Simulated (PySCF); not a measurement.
# Where the electron goes

Compound: C5H9NSSi.
Structure used (GFN2-xTB), in Å, numbered top down from 1:
```
atom  x, y, z in Å
C1     2.6083    0.5088   -0.1493
S2     2.4487   -0.8327    1.0771
Si3    0.5984   -1.7063    0.4563
N4    -0.6172   -0.4547    0.4249
C5    -0.6934    0.6412    1.2509
C6    -1.8115    1.3544    0.9534
C7    -2.4690    0.6724   -0.1003
C8    -1.7185   -0.4219   -0.3941
H9     1.7399    1.1581   -0.0964
H10    3.5040    1.0626    0.1096
H11    2.7089    0.0829   -1.1425
H12    0.3108   -2.7221    1.4547
H13    0.7067   -2.1873   -0.9166
H14    0.0641    0.8161    1.9902
H15   -2.1341    2.2638    1.4212
H16   -3.3853    0.9671   -0.5731
H17   -1.8674   -1.1904   -1.1265
```

The calculation used TDDFT PBE0/def2-SVPD, vertical, gas phase, core orbitals frozen in the response in PySCF.

Frontier orbitals with the atoms that hold most of them (Löwdin shares over 4%, at most four atoms; ? is withheld):

```json
{"orbital": "LUMO+2", "ε (eV)": "0.52", "atoms": "C8 14%, Si3 13%, N4 13%, C5 12%"}
{"orbital": "LUMO+1", "ε (eV)": "0.15", "atoms": "S2 36%, Si3 17%, C1 16%, H12 6%"}
{"orbital": "LUMO", "ε (eV)": "0.08", "atoms": "?"}
{"orbital": "HOMO", "ε (eV)": "-6.36", "atoms": "?"}
{"orbital": "HOMO-1", "ε (eV)": "-7.15", "atoms": "S2 50%, N4 9%, C7 8%, C6 7%"}
{"orbital": "HOMO-2", "ε (eV)": "-7.31", "atoms": "S2 23%, N4 19%, C6 17%, C7 16%"}
{"orbital": "HOMO-3", "ε (eV)": "-8.87", "atoms": "S2 58%, Si3 14%, C1 12%"}
```

(1) Which atoms hold the LUMO, and with what shares?

(2) Which atoms hold the HOMO, and with what shares?

(3) How does S1 compare with the orbital gap of 6.45 eV?

(4) Give energy, strength and leading configuration of S1 and S2, and follow the Löwdin shares of the leading atoms from the occupied to the empty orbital.

## Answers

(1) Si3 (bonded to N, S and 2 H) 27%; S2 (bonded to C and Si) 21%; H13 (bonded to Si) 9%; H12 (bonded to Si) 8%. By element: silicon 27%, sulfur 21%, hydrogen 16% or more.

(2) C8 (bonded to C, N and H) 27%; C5 (bonded to C, N and H) 27%; C7 (bonded to 2 C and H) 15%; C6 (bonded to 2 C and H) 15%.

(3) S1 is at 5.50 eV (f = 0.0061), 0.94 eV below the gap, made of HOMO→LUMO (87%). Without the coupling terms of the response equations the lowest excitation would equal the gap.

(4) 
- S1 (5.50 eV, f 0.0061), HOMO→LUMO (87%): C8 27% → at most 8%, C5 27% → at most 8%, Si3 at most 15% → 27%, S2 at most 15% → 21%
- S2 (5.58 eV, f 0.0003), HOMO→LUMO+1 (88%): C8 27% → at most 6%, C5 27% → at most 6%, S2 at most 15% → 36%, Si3 at most 15% → 17%

Löwdin shares depend on the basis, the more so with diffuse functions.

One conformer stands for the species.
